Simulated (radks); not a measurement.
Values are calculated unless marked as measured or tabulated.
Effect of the nuclear size on neutral copper, [Ar] 3d10 4s1. Code: a radial shooting solver on a logarithmic mesh with Libxc functionals. Model: Dirac Kohn-Sham, LDA (Slater exchange, Perdew-Wang correlation), spin-unpolarised, spherical densities, finite nucleus; Fermi nuclear charge, rms radius 3.8823 fm. The rms radius is varied about that value; shifts are against it.

[
 {"rms radius (fm)": "3.2534", "total energy shift (eV)": "-0.0581", "density at nucleus (e/bohr^3)": "2.228e+04", "1s1/2 shift (meV)": "-24.7", "2s1/2 shift (meV)": "-2.34", "2p1/2 shift (meV)": "0.198", "3s1/2 shift (meV)": "-0.347"},
 {"rms radius (fm)": "3.5445", "total energy shift (eV)": "-0.0324", "density at nucleus (e/bohr^3)": "2.218e+04", "1s1/2 shift (meV)": "-13.8", "2s1/2 shift (meV)": "-1.30", "2p1/2 shift (meV)": "0.110", "3s1/2 shift (meV)": "-0.193"},
 {"rms radius (fm)": "3.8823", "total energy shift (eV)": "0", "density at nucleus (e/bohr^3)": "2.208e+04", "1s1/2 shift (meV)": "0.000", "2s1/2 shift (meV)": "0.000", "2p1/2 shift (meV)": "0.000", "3s1/2 shift (meV)": "0.000"},
 {"rms radius (fm)": "4.2317", "total energy shift (eV)": "0.0365", "density at nucleus (e/bohr^3)": "2.198e+04", "1s1/2 shift (meV)": "15.5", "2s1/2 shift (meV)": "1.47", "2p1/2 shift (meV)": "-0.124", "3s1/2 shift (meV)": "0.218"},
 {"rms radius (fm)": "4.3171", "total energy shift (eV)": "0.0458", "density at nucleus (e/bohr^3)": "2.196e+04", "1s1/2 shift (meV)": "19.5", "2s1/2 shift (meV)": "1.84", "2p1/2 shift (meV)": "-0.156", "3s1/2 shift (meV)": "0.273"}
]

Slopes of the eigenvalues against <r^2> in GHz/fm^2, as finite differences over the two radii next to the reference (eigenvalue slopes, not the field-shift constants of lines): 1s1/2 1330, 2s1/2 125, 2p1/2 -10.6, 3s1/2 18.6.
